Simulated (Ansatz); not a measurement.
The cluster ZnCu2⁻ (the lowest doublet isomer of a short search). Charge -1, multiplicity 2. Geometry r2SCAN-D4/def2-TZVPD, basis def2-TZVPD, Ansatz.

Cartesian coordinates in Å:
```
Cu -0.385 0.049 -1.321
Cu 1.038 0.865 0.300
Zn -0.653 -0.914 1.021
```

```csv
run,HOMO (eV),LUMO (eV)
A,-1.45,2.93
B,0.18,1.38
C,-1.83,3.53
D,-0.02,1.87
E,-1.44,3.33
F,0.45,1.09
```

LC-ωPBE has ω = 0.4 bohr⁻¹. The structure comes from a short search, and lower isomers may exist.

HOMO and LUMO are taken over both spins.

The runs used LC-ωPBE, PBE, PBE0, r2SCAN, ωB97M-V, ωB97X-V. Estimate which is which.

A ωB97M-V (range-separated); B r2SCAN (0 % exact exchange); C LC-ωPBE (range-separated); D PBE0 (25 % exact exchange); E ωB97X-V (range-separated); F PBE (0 % exact exchange). Exact exchange lowers occupied and raises empty levels; among semilocal functionals meta-GGAs tend to open the gap a little, and such runs are hard to tell apart. The gap grows from 0.63 eV (PBE) to 5.35 eV (LC-ωPBE). At r2SCAN-D4/def2-TZVPD, PBE-D4/def2-TZVPD the highest occupied level of the charge -1 doublet lies above zero (up to 0.45 eV). By energy differences its removal costs 1.63 eV (vertical, to the charge 0 singlet, at PBE-D4/def2-TZVPD); a positive level beside a positive removal energy at the same level points to self-interaction error. At LC-ωPBE/def2-TZVPD the charge -1 doublet is spin-contaminated (final ⟨S²⟩ up to 0.90, 0.75 for a pure state).
